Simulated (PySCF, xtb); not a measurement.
Mg(iPr)(OH) (C₃H₈MgO), SMILES C[CH](C)[Mg][OH].

xtb 6.7.1 with GFN2-xTB at its own geometry gives an orbital gap of 2.64 eV and a dipole moment of 3.10 D.

Geometry: r2SCAN-D4/def2-SVP. One conformer was computed; it need not be the lowest.

Q: What does PySCF with PBE/def2-TZVP give? (Estimate from the structure and the level; the computed values follow.)

A: gap 3.78 eV (levels -5.26 and -1.48 eV), dipole 0.16 D.
